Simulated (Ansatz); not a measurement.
`CO[SiH](O)F`. Charge 0, multiplicity 1. The structure was optimised at the PBE0-D4/def2-TZVP level. It is one conformer, not always the lowest.

```xyz
10

C    -1.252    1.026    0.097
O     0.114    0.669    0.059
Si    0.694   -0.845    0.125
O     2.280   -0.812   -0.200
F    -0.101   -1.722   -0.944
H    -1.703    0.766    1.060
H    -1.814    0.533   -0.702
H    -1.323    2.106   -0.038
H     0.511   -1.498    1.430
H     2.595   -0.223   -0.886
```

Problem. What is the dipole moment at B3LYP/def2-TZVPP? (Estimate.)

Solution. Computed: 1.76 D, with components (-0.74, 1.59, -0.12) D in this frame, pointing from negative to positive charge.

Problem. And with PBE, r2SCAN, ωB97M-V? (Best estimate.)

Solution. Ansatz gave: PBE 1.70 D, r2SCAN 1.74 D, ωB97M-V 1.77 D.

Problem. Give the Mulliken charges with B3LYP, ωB97M-V, PBE in def2-TZVPP. (Estimate.)

Solution. Computed: 
```
atom  B3LYP  ωB97M-V    PBE
  C1  -0.13    -0.18  -0.15
  O2  -0.37    -0.36  -0.30
 Si3   0.80     0.74   0.67
  O4  -0.39    -0.38  -0.35
  F5  -0.32    -0.31  -0.28
  H6   0.10     0.12   0.10
  H7   0.11     0.13   0.11
  H8   0.11     0.13   0.11
  H9  -0.10    -0.06  -0.10
 H10   0.19     0.19   0.20
```

B3LYP here is the variant with VWN-RPA as its local correlation; programs differ in this.
